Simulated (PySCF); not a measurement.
Compound: trans-Hf(H2O)2Cl4 (singlet state).
Bonds: Hf1–O2, Hf1–O5, Hf1–Cl8, Hf1–Cl9, Hf1–Cl10, Hf1–Cl11. Hydrogens: H3, H4 on O2; H6, H7 on O5.

Computed, not measured: PySCF, PBE0-D3(BJ)/def2-SVP geometry optimisation, gas phase, def2 core potentials past Kr.

**Question.** What internal coordinates does the optimisation give?

**Answer.** 
```csv
bond,length (bohr)
"Hf1–O2, Hf1–O5",4.241
Hf1–Cl8 and 3 like bonds,4.549
O2–H3 and 3 like bonds,1.828
```

Bonds in one row agree within 0.02 bohr and their mean is given. A selection of angles:
```csv
angle,degrees
O2–Hf1–O5,173.3
O2–Hf1–Cl8,75.0
O2–Hf1–Cl10,102.1
O2–Hf1–Cl11,107.9
O5–Hf1–Cl8,98.9
O5–Hf1–Cl9,110.9
Cl8–Hf1–Cl9,150.1
Cl8–Hf1–Cl10,93.9
Hf1–O2–H3,121.1
H3–O2–H4,112.9
```

Hf1 (hafnium bonded to 4 Cl and 2 O) has the three widest angles are 173.3°, 150.1° and 150.0°, the others run from 75.0° to 110.9°. O2 (oxygen bonded to Hf and 2 H) has angles 121.9°, 121.1° and 112.9°, sum 355.9°, 0.14 Å off the plane of its three neighbours.

Point group: near C2, missed by 0.13 Å at most; the miss may be what the optimiser left on a soft mode. PBE0-D3(BJ)/def2-SVP frequencies: not computed here.

On one thread of an Arm Neoverse V1, no GPU, on a shared host, this took 6.8 min of wall time and 0.60 GiB of memory at its peak. These figures are those of the optimisation.
